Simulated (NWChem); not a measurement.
Program: NWChem. System: CF (+1), charge 1, spin multiplicity 1, at a geometry optimised with PBE0/def2-SVP. The structure started from a generated list of species. Level: TD-PBE/6-31G* (spherical d).

The NWChem input:

```
start mol
memory heap 200 mb stack 900 mb global 1100 mb
charge 1
geometry units angstroms nocenter noautoz noautosym
  C      0.000000     0.000000     0.692096
  F      0.000000     0.000000    -0.461397
end
basis spherical
  * library 6-31g*
end
dft
  xc xpbe96 cpbe96
  semidirect memsize 60000000 filesize 0
  iterations 100
end
tddft
  rpa
  nroots 10
  notriplet
end
task tddft energy
```

Part of the output:

```
             Northwest Computational Chemistry Package (NWChem) 7.3.0
             --------------------------------------------------------

                                NWChem Input Module
                                -------------------

 Scaling coordinates for geometry "geometry" by  1.889725989
 (inverse scale =  0.529177249)

                             Geometry "geometry" -> ""
                             -------------------------

 Output coordinates in angstroms (scale by  1.889725989 to convert to a.u.)

  No.       Tag          Charge          X              Y              Z
 ---- ---------------- ---------- -------------- -------------- --------------
    1 C                    6.0000     0.00000000     0.00000000     0.69209600
    2 F                    9.0000     0.00000000     0.00000000    -0.46139700

 Effective nuclear repulsion energy (a.u.)      24.7730774664

            Nuclear Dipole moment (a.u.)
            ----------------------------
        X                 Y               Z
 ---------------- ---------------- ----------------
     0.0000000000     0.0000000000     0.0000056692


 Summary of "ao basis" -> "" (spherical)
 ------------------------------------------------------------------------------
       Tag                 Description            Shells   Functions and Types
 ---------------- ------------------------------  ------  ---------------------
 *                           6-31g*                   on all atoms

  pbe96 is a nonlocal functional; adding pw91lda local functional.

                                 NWChem DFT Module
                                 -----------------

 Summary of "ao basis" -> "ao basis" (spherical)
 ------------------------------------------------------------------------------
       Tag                 Description            Shells   Functions and Types
 ---------------- ------------------------------  ------  ---------------------
 C                           6-31g*                  6       14   3s2p1d
 F                           6-31g*                  6       14   3s2p1d

 Summary of "ao basis" -> "ao basis" (spherical)
 ------------------------------------------------------------------------------
       Tag                 Description            Shells   Functions and Types
 ---------------- ------------------------------  ------  ---------------------
 C                           6-31g*                  6       14   3s2p1d
 F                           6-31g*                  6       14   3s2p1d

            General Information
            -------------------
          SCF calculation type: DFT
          Wavefunction type:  closed shell.
          No. of atoms     :     2
          No. of electrons :    14
           Alpha electrons :     7
            Beta electrons :     7
          Charge           :     1
          Spin multiplicity:     1
          Use of symmetry is: off; symmetry adaption is: off
          Maximum number of iterations: 100
          AO basis - number of functions:    28
                     number of shells:    12
          Convergence on energy requested:  1.00D-06
          Convergence on density requested:  1.00D-05
          Convergence on gradient requested:  5.00D-04

              XC Information
              --------------
          PerdewBurkeErnzerhof Exchange Functional  1.000
            Perdew 1991 LDA Correlation Functional  1.000 local
           PerdewBurkeErnz. Correlation Functional  1.000 non-local

             Grid Information
             ----------------
          Grid used for XC integration:  medium
          Radial quadrature: Mura-Knowles
          Angular quadrature: Lebedev.
          Tag              B.-S. Rad. Rad. Pts. Rad. Cut. Ang. Pts.
          ---              ---------- --------- --------- ---------
          C                   0.70       49           5.0       434
          F                   0.50       49           5.0       434
          Grid pruning is: on
          Number of quadrature shells:    98
          Spatial weights used:  Erf1

          Convergence Information
          -----------------------
          Convergence aids based upon iterative change in
          total energy or number of iterations.
          Levelshifting, if invoked, occurs when the
          HOMO/LUMO gap drops below (HL_TOL):  1.00D-02
          DIIS, if invoked, will attempt to extrapolate
          using up to (NFOCK): 10 stored Fock matrices.

                    Damping( 0%)  Levelshifting(0.5)       DIIS
                  --------------- ------------------- ---------------
          dE  on:    start            ASAP                start
          dE off:    2 iters        100 iters           100 iters

      Screening Tolerance Information
      -------------------------------
          Density screening/tol_rho:  1.00D-10
          AO Gaussian exp screening on grid/accAOfunc:  14
          CD Gaussian exp screening on grid/accCDfunc:  20
          XC Gaussian exp screening on grid/accXCfunc:  20
          Schwarz screening/accCoul:  1.00D-08

      Superposition of Atomic Density Guess
      -------------------------------------

 Sum of atomic energies:        -137.03258617

 Renormalizing density from      15.00 to     14

      Non-variational initial energy
      ------------------------------

 Total energy =    -131.425332
 1-e energy   =    -222.599021
 2-e energy   =      66.400612
 HOMO         =      -0.892308
 LUMO         =      -0.464723

------------------------------------------------------------
EAF file 0: "./mol.aoints.0" size=524288 bytes
------------------------------------------------------------
[...]
     Occ.    7  a   ---  Virt.    8  a   -0.51411 X
     Occ.    7  a   ---  Virt.    8  a    0.06898 Y
     Occ.    7  a   ---  Virt.    9  a   -0.85954 X
     Occ.    7  a   ---  Virt.    9  a    0.11532 Y
  ----------------------------------------------------------------------------
  Root   3 singlet a              0.422966270 a.u.               11.5095 eV
  ----------------------------------------------------------------------------
     Transition Moments    X  0.00000   Y -0.00000   Z -0.00000
     Transition Moments   XX -0.00000  XY -0.00000  XZ  0.00000
     Transition Moments   YY  0.00000  YZ -0.00000  ZZ -0.00000
     Dipole Oscillator Strength                    0.0000000000
     Electric Quadrupole                           0.0000000000
     Magnetic Dipole                               0.0000000000
     Total Oscillator Strength                     0.0000000000

          sigma_e =   0.9750 Angstrom
          sigma_h =   0.7395 Angstrom
         |d_h->e| =   0.8216 Angstrom
            d_exc =   1.4740 Angstrom
            d_CD1 =   1.0572 Angstrom
            d_CD2 =  -0.0356 Angstrom
            d_CD3 =   2.2956 Angstrom
     Pearson C.C. =   0.0000

     Occ.    5  a   ---  Virt.    8  a   -0.67416 X
     Occ.    5  a   ---  Virt.    9  a    0.21334 X
     Occ.    6  a   ---  Virt.    8  a    0.21334 X
     Occ.    6  a   ---  Virt.    9  a    0.67416 X
  ----------------------------------------------------------------------------
  Root   4 singlet a              0.434665637 a.u.               11.8279 eV
  ----------------------------------------------------------------------------
     Transition Moments    X -0.00000   Y -0.00000   Z -0.00000
     Transition Moments   XX  0.00000  XY  0.22833  XZ -0.00000
     Transition Moments   YY -0.00000  YZ -0.00000  ZZ -0.00000
     Dipole Oscillator Strength                    0.0000000000
     Electric Quadrupole                           0.0000000228
     Magnetic Dipole                               0.0000000000
     Total Oscillator Strength                     0.0000000228

          sigma_e =   0.9767 Angstrom
          sigma_h =   0.7395 Angstrom
         |d_h->e| =   0.8253 Angstrom
            d_exc =   1.4780 Angstrom
            d_CD1 =   1.0625 Angstrom
            d_CD2 =  -0.0327 Angstrom
            d_CD3 =   2.3033 Angstrom
     Pearson C.C. =  -0.0018

     Occ.    5  a   ---  Virt.    8  a   -0.70679 X
     Occ.    6  a   ---  Virt.    9  a   -0.70679 X
  ----------------------------------------------------------------------------
  Root   5 singlet a              0.434665643 a.u.               11.8279 eV
  ----------------------------------------------------------------------------
     Transition Moments    X -0.00000   Y  0.00000   Z -0.00000
     Transition Moments   XX  0.22833  XY -0.00000  XZ -0.00000
     Transition Moments   YY -0.22833  YZ  0.00000  ZZ -0.00000
     Dipole Oscillator Strength                    0.0000000000
     Electric Quadrupole                           0.0000000228
     Magnetic Dipole                               0.0000000000
     Total Oscillator Strength                     0.0000000228

          sigma_e =   0.9767 Angstrom
          sigma_h =   0.7395 Angstrom
         |d_h->e| =   0.8253 Angstrom
            d_exc =   1.4780 Angstrom
            d_CD1 =   1.0625 Angstrom
            d_CD2 =  -0.0327 Angstrom
            d_CD3 =   2.3033 Angstrom
     Pearson C.C. =  -0.0018

     Occ.    5  a   ---  Virt.    9  a    0.70679 X
     Occ.    6  a   ---  Virt.    8  a   -0.70679 X
  ----------------------------------------------------------------------------
  Root   6 singlet a              0.562897264 a.u.               15.3172 eV
  ----------------------------------------------------------------------------
     Transition Moments    X  0.00000   Y  0.00000   Z -0.38827
     Transition Moments   XX -0.50381  XY -0.00000  XZ  0.00000
     Transition Moments   YY -0.50381  YZ  0.00000  ZZ  1.02836
     Dipole Oscillator Strength                    0.0565732254
     Electric Quadrupole                           0.0000007432
     Magnetic Dipole                               0.0000000000
     Total Oscillator Strength                     0.0565739686

          sigma_e =   1.1081 Angstrom
          sigma_h =   0.9554 Angstrom
         |d_h->e| =   0.4704 Angstrom
            d_exc =   1.5536 Angstrom
            d_CD1 =   0.6231 Angstrom
            d_CD2 =  -0.5614 Angstrom
            d_CD3 =   2.0240 Angstrom
     Pearson C.C. =  -0.0244

     Occ.    4  a   ---  Virt.   10  a   -0.08165 X
     Occ.    4  a   ---  Virt.   13  a    0.09409 X
     Occ.    5  a   ---  Virt.    8  a    0.18231 X
     Occ.    5  a   ---  Virt.    9  a    0.57609 X
     Occ.    5  a   ---  Virt.    9  a   -0.08177 Y
     Occ.    6  a   ---  Virt.    8  a    0.57609 X
     Occ.    6  a   ---  Virt.    8  a   -0.08177 Y
     Occ.    6  a   ---  Virt.    9  a   -0.18231 X
     Occ.    7  a   ---  Virt.   10  a    0.51020 X
  ----------------------------------------------------------------------------
  Root   7 singlet a              0.585443220 a.u.               15.9307 eV
  ----------------------------------------------------------------------------
     Transition Moments    X -0.06586   Y -0.51268   Z -0.00000
     Transition Moments   XX -0.00000  XY -0.00000  XZ -0.04806
     Transition Moments   YY -0.00000  YZ -0.37413  ZZ  0.00000
     Dipole Oscillator Strength                    0.1042766846
     Electric Quadrupole                           0.0000001520
     Magnetic Dipole                               0.0000008877
     Total Oscillator Strength                     0.1042777243

          sigma_e =   0.9872 Angstrom
          sigma_h =   0.7903 Angstrom
         |d_h->e| =   0.9457 Angstrom
            d_exc =   1.5861 Angstrom
            d_CD1 =   1.1426 Angstrom
            d_CD2 =   0.0570 Angstrom
            d_CD3 =   2.5318 Angstrom
     Pearson C.C. =  -0.0144

     Occ.    4  a   ---  Virt.    8  a    0.29029 X
     Occ.    4  a   ---  Virt.    9  a    0.94899 X
     Occ.    7  a   ---  Virt.    9  a    0.11966 X
     Occ.    7  a   ---  Virt.    9  a   -0.05254 Y
  ----------------------------------------------------------------------------
  Root   8 singlet a              0.585443221 a.u.               15.9307 eV
  ----------------------------------------------------------------------------
     Transition Moments    X  0.51268   Y -0.06586   Z -0.00000
     Transition Moments   XX -0.00000  XY  0.00000  XZ  0.37413
     Transition Moments   YY -0.00000  YZ -0.04806  ZZ  0.00000
     Dipole Oscillator Strength                    0.1042772210
     Electric Quadrupole                           0.0000001520
     Magnetic Dipole                               0.0000008876
     Total Oscillator Strength                     0.1042782607

          sigma_e =   0.9872 Angstrom
          sigma_h =   0.7903 Angstrom
         |d_h->e| =   0.9457 Angstrom
            d_exc =   1.5861 Angstrom
            d_CD1 =   1.1426 Angstrom
            d_CD2 =   0.0570 Angstrom
            d_CD3 =   2.5318 Angstrom
     Pearson C.C. =  -0.0144

     Occ.    4  a   ---  Virt.    8  a   -0.94899 X
     Occ.    4  a   ---  Virt.    9  a    0.29029 X
     Occ.    7  a   ---  Virt.    8  a   -0.11966 X
     Occ.    7  a   ---  Virt.    8  a    0.05254 Y
  ----------------------------------------------------------------------------
  Root   9 singlet a              0.683078178 a.u.               18.5875 eV
  ----------------------------------------------------------------------------
     Transition Moments    X  0.00000   Y  0.00000   Z  1.38636
     Transition Moments   XX -0.21372  XY -0.00000  XZ  0.00000
     Transition Moments   YY -0.21372  YZ -0.00000  ZZ  2.96776
     Dipole Oscillator Strength                    0.8752511221
     Electric Quadrupole                           0.0000057264
     Magnetic Dipole                               0.0000000000
     Total Oscillator Strength                     0.8752568485

          sigma_e =   1.4806 Angstrom
          sigma_h =   0.9769 Angstrom
         |d_h->e| =   0.1541 Angstrom
            d_exc =   1.7690 Angstrom
            d_CD1 =   0.6578 Angstrom
            d_CD2 =  -1.0746 Angstrom
            d_CD3 =   1.9232 Angstrom
     Pearson C.C. =   0.0141

     Occ.    3  a   ---  Virt.   10  a    0.05079 X
     Occ.    4  a   ---  Virt.   10  a    0.08707 X
     Occ.    4  a   ---  Virt.   13  a   -0.07699 X
     Occ.    5  a   ---  Virt.    8  a   -0.10375 X
     Occ.    5  a   ---  Virt.    9  a   -0.32784 X
     Occ.    5  a   ---  Virt.    9  a    0.07710 Y
     Occ.    6  a   ---  Virt.    8  a   -0.32784 X
     Occ.    6  a   ---  Virt.    8  a    0.07710 Y
     Occ.    6  a   ---  Virt.    9  a    0.10375 X
     Occ.    7  a   ---  Virt.   10  a    0.84667 X
     Occ.    7  a   ---  Virt.   10  a   -0.06073 Y
     Occ.    7  a   ---  Virt.   13  a    0.16430 X
     Occ.    7  a   ---  Virt.   14  a   -0.13169 X
  ----------------------------------------------------------------------------
  Root  10 singlet a              0.802602622 a.u.               21.8399 eV
  ----------------------------------------------------------------------------
     Transition Moments    X -0.42775   Y  0.05914   Z -0.00000
     Transition Moments   XX  0.00000  XY -0.00000  XZ  0.07109
     Transition Moments   YY  0.00000  YZ -0.00983  ZZ -0.00000
     Dipole Oscillator Strength                    0.0997723308
     Electric Quadrupole                           0.0000000142
     Magnetic Dipole                               0.0000005211
     Total Oscillator Strength                     0.0997728661

          sigma_e =   1.3685 Angstrom
          sigma_h =   0.7398 Angstrom
         |d_h->e| =   0.7706 Angstrom
            d_exc =   1.7395 Angstrom
            d_CD1 =   1.3993 Angstrom
            d_CD2 =  -0.2836 Angstrom
            d_CD3 =   2.5100 Angstrom
     Pearson C.C. =  -0.0059

     Occ.    6  a   ---  Virt.   10  a    0.99813 X

              Target root =      1
          Target symmetry = none
      Ground state energy =   -137.294186715734
        Excitation energy =      0.298908322300
     Excited state energy =   -136.995278393434

  stored tddft:energy   -136.99527839343409

 Task  times  cpu:        2.5s     wall:        2.5s

 Total times  cpu:        2.6s     wall:        2.6s
```
